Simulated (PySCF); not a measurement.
Computed properties of Si(H)3(vinyl) (C₂H₆Si), SMILES C=C[SiH3]

Si(H)3(vinyl) (C₂H₆Si), SMILES C=C[SiH3]. Coordinates come from a B3LYP-D3(BJ)/def2-TZVP optimisation. One conformer was computed; it need not be the lowest. All values are computed for the isolated molecule unless a solvent is named; none is compared with measurement here.

**Structure.** The optimised structure has Cs symmetry. All 21 harmonic modes at B3LYP-D3(BJ)/def2-TZVP (PySCF) are real, so it is a minimum. With heavy atoms numbered as in [SiH3:1][CH:2]=[CH2:3], the shortest bond between them is C2–C3 at 1.332 Å and the longest Si1–C2 at 1.863 Å.

**Vibrations.** The strongest infrared lines (harmonic, unscaled, degenerate partners summed) lie at 941 cm⁻¹ (250 km/mol, H 91 %, Si 9 %), 2215 cm⁻¹ (122 km/mol, H 96 %), 2229 cm⁻¹ (100 km/mol, H 96 %). The softest mode is at 142 cm⁻¹ and the zero-point energy is 41.9 kcal/mol.

**Electronic structure.** r2SCAN/def2-TZVPD (PySCF) places the frontier levels at -7.11 and -1.31 eV, a gap of 5.80 eV, and gives a dipole moment of 0.73 D and a mean polarisability of 55.1 bohr³.

**Excitations.** TDA-B3LYP/def2-SVPD (PySCF) has S1 at 6.77 eV (183 nm, f = 0.002, weak); the most intense of the 10 singlets computed lies at 7.47 eV (f = 0.48). T1 (TDA) is at 4.33 eV, 2.44 eV under S1. No vertical singlet excitation falls in the visible range (under 3.1 eV).

**NMR.** GIAO shifts at PBE0/pcSseg-1 (PySCF) (non-relativistic, atoms alike by connectivity averaged): ¹³C from 138.0 to 147.1 ppm against TMS; ¹H from 4.3 to 6.4 ppm against TMS; ²⁹Si at -66.6 ppm against TMS.
